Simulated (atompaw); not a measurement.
# Plane-wave convergence, PAW (atompaw) potential for arsenic (As)

| Quantity | Value |
| --- | --- |
| Element | As (Z = 33) |
| Generator | atompaw 4.2.0.5 |
| Type | PAW |
| Functional | PBE |
| Relativity | scalar-relativistic |
| Frozen core | [Ne] |
| Valence charge | 23 |
| Reference configuration | 3s2 3p6 3d10 4s2 4p3 |
| Partial waves | 3s (bound): rc 1.00 bohr; 4s (bound): rc 1.20 bohr; 3p (bound): rc 0.75 bohr; 4p (bound): rc 1.10 bohr; 3d (bound): rc 1.20 bohr; 3d channel at 2.15 Ry: rc 0.60 bohr |
| Local potential | bessel scheme, radius 0.95 bohr |
| Core correction | smooth core density matched at 0.90 bohr |
| Augmentation charge | gaussian compensation charge, radius 1.15 bohr; PAW radius 1.20 bohr; waves and projectors: custom rrkj gramschmidtortho |

The pseudo-atom Hamiltonian at the reference potential is diagonalised in spherical Bessel functions j_l(qr) that vanish at 20 bohr, with q² up to the cutoff. All-electron valence levels (Ry): 3s -13.9872, 4s -1.0653, 3p -9.8251, 4p -0.3818, 3d -2.9874.

Question: How do the lowest levels (Ry) of each channel move with the cutoff, and are there ghosts?

Answer:

```csv
cutoff (Ry),s #1,s #2,s #3,p #1,p #2,d #1,f #1,Σ f·Δε (mRy)
8,-11.4592,-0.4862,0.0019,-4.0861,-0.0510,0.0552,0.1125,72068.2
25,-13.6984,-0.7794,-0.0170,-8.8166,-0.1920,-1.6771,0.1125,20874.2
50,-13.9793,-1.0131,-0.0313,-9.4125,-0.2425,-2.9268,0.1125,3620.6
100,-13.9868,-1.0645,-0.0347,-9.7656,-0.3758,-2.9867,0.1125,386.1
180,-13.9872,-1.0653,-0.0347,-9.8238,-0.3816,-2.9874,0.1125,9.6
400,-13.9873,-1.0654,-0.0347,-9.8252,-0.3818,-2.9874,0.1125,0.0
```

Result: no extra level below or beside the all-electron valence levels (s, p, d, f tested); 10 mRy is reached at 180 Ry and 1 mRy at 300 Ry.
